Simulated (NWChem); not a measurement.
System: GeN2H4F2; SMILES [NH2][Ge]([F])([F])[NH2]

```xyz
9

N     -1.2753    -0.7772     1.0446
Ge     0.0000     0.0000     0.0144
N      1.2753     0.7772     1.0446
F      0.8754    -1.0597    -1.0747
F     -0.8754     1.0597    -1.0747
H     -0.9274    -1.5549     1.6154
H     -2.0976    -1.0840     0.5141
H      0.9274     1.5549     1.6154
H      2.0976     1.0840     0.5141
```
Atoms are numbered in this order, from 1.

All runs: NWChem. Geometry: optimised at PBE-D3(BJ)/def2-SVP. Level B3LYP/def2-SVP: energy and gradient on several grids; changes count from the extra-fine grid, which is no exact limit either.

```json
[
 {"grid": "xcoarse", "size of the energy change (μHa)": "900", "largest change of a gradient component (μHa/bohr)": "3000"},
 {"grid": "coarse", "size of the energy change (μHa)": "100", "largest change of a gradient component (μHa/bohr)": "300"},
 {"grid": "medium", "size of the energy change (μHa)": "< 10", "largest change of a gradient component (μHa/bohr)": "< 30"},
 {"grid": "fine", "size of the energy change (μHa)": "< 10", "largest change of a gradient component (μHa/bohr)": "< 30"},
 {"grid": "xfine", "size of the energy change (μHa)": "< 10", "largest change of a gradient component (μHa/bohr)": "< 30"}
]
```
